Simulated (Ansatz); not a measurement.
Consider the ligand exchange at the Hf–S bond: `[SH][Hf]([Cl])([Cl])[Cl]` + `C[SeH]` → `C[Se][Hf]([Cl])([Cl])[Cl]` + H₂S.

Gas-phase electronic energies from Ansatz, PBE0-D4/def2-TZVP geometries. CCSD(T)/CBS adds triple-zeta CCSD(T) − MP2 to the extrapolated MP2 energy (def2 sets, frozen cores). This one scheme is used for every species. DFT in def2-TZVPP. Elements past krypton have def2 core potentials. For Hf, Se outer-core shells are correlated without core-valence functions, which leaves a few kJ/mol of doubt a bond. Scalar relativity is left out up to krypton. Each species was taken in one conformer, which may not be the lowest.

Is it downhill or uphill in electronic energy at CCSD(T)/CBS, and by how much? (Best estimate.)

Computed: Downhill: ΔE = -0.11 eV.

What do these levels give: r2SCAN-D4, PBE, r2SCAN0, BHLYP, CCSD/def2-SVP, HF/def2-TZVPP? (Best estimate.)

Ansatz gave: r2SCAN-D4 -0.05, PBE 0.00, r2SCAN0 -0.03, BHLYP 0.03, CCSD/def2-SVP -0.03, HF/def2-TZVPP 0.07 eV.

Largest T1 diagnostic among the species: 0.014.

In def2-TZVPP, CCSD(T) changes the Hartree–Fock value by −0.18 eV (the triples alone add −0.03 eV) and MP2 by −0.23 eV. The D4 term adds −0.08 eV with B3LYP and −0.05 eV with PBE0; it sums over pairs of atoms, weighted by their polarisabilities, and B3LYP, whose exchange is more repulsive, gets the larger term. At CCSD(T), def2-SVP lies +0.05 eV from the extrapolated value and def2-TZVPP +0.01 eV.

B3LYP here is the variant with VWN-RPA as its local correlation; programs differ in this.
